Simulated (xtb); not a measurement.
Ga(F)2(NH2) (F2GaH2N), SMILES [F][Ga]([F])[NH2]. All values are semi-empirical tight-binding results from xtb (GFN2-xTB unless named), good for trends rather than for accurate numbers. The structure is a stationary point at GFN2-xTB. Other conformers were not sampled.

For metal compounds this method's bond lengths and energies can be far off.

Computed properties:
- point group as xtb finds it: Cs
- orbital gap: 3.47 eV
- zero-point energy: 16.4 kcal/mol
- G − E(el) at 298.15 K (modified RRHO): -2.9 kcal/mol
